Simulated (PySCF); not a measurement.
1-chlorocyclopenta-1,3-diene (C5H5Cl), SMILES C1=CCC(Cl)=C1. The structure is a stationary point at ωB97X-D3(BJ)/def2-SVP. Other conformers were not sampled.

Computed equilibrium geometry at ωB97X-D3(BJ)/def2-SVP (PySCF confirms it by a frequency run) as Cartesian coordinates in Å, and its point group (one conformer of several):
point group Cs.
```xyz
11

Cl    -0.0009     2.0048     0.0000
C     -0.0695     0.2865     0.0000
C     -1.1728    -0.4860     0.0000
C     -0.7373    -1.8945     0.0000
C      0.6102    -1.9545     0.0000
C      1.1729    -0.5583     0.0000
H     -2.2047    -0.1327     0.0000
H     -1.4201    -2.7470     0.0000
H      1.2227    -2.8578     0.0000
H      1.7977    -0.3520     0.8869
H      1.7977    -0.3520    -0.8869
```
Charge 0, spin multiplicity 1.
